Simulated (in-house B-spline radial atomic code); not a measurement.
The outermost shell (largest non-relativistic mean radius) with and without relativity; Dirac values are averaged over j. Computed with a B-spline radial code for spherical atoms: non-relativistic Hartree-Fock and Dirac-Hartree-Fock, averages of the configuration (point nuclei without relativity, finite nuclei with it).

```
 ion  configuration  outermost shell  radius non-relativistic (bohr)  radius Dirac (bohr)  radius change (%)  level non-relativistic (eV)  level Dirac (eV)  spin-orbit splitting (eV)
 N3+       [He] 2s2               2s                           1.112               1.1112          -0.071456                      -75.287           -75.335                          -
 O3+   [He] 2s2 2p1               2s                          0.9826              0.98165          -0.096964                      -88.279           -88.361                          -
 F3+   [He] 2s2 2p2               2s                         0.87986              0.87874           -0.12659                     -102.207           -102.34                          -
Ne3+   [He] 2s2 2p3               2s                         0.79637              0.79509           -0.16037                     -117.076           -117.27                          -
Mg3+   [He] 2s2 2p5               2s                         0.66902              0.66741           -0.24041                     -149.658           -150.06                          -
Al3+   [He] 2s2 2p6               2s                         0.61938               0.6176           -0.28669                     -167.378           -167.93                          -
Si3+       [Ne] 3s1               3s                          1.8702               1.8661           -0.21648                      -44.666           -44.759                          -
 P3+       [Ne] 3s2               3s                          1.6962               1.6919           -0.24786                      -49.883           -50.003                          -
 S3+   [Ne] 3s2 3p1               3p                          1.6747               1.6739          -0.051962                      -46.714           -46.713                    0.12501
Cl3+   [Ne] 3s2 3p2               3p                          1.5277               1.5267          -0.068286                      -51.873           -51.877                    0.17873
Ar3+   [Ne] 3s2 3p3               3p                          1.4054               1.4042          -0.085708                      -57.135           -57.144                    0.24799
```
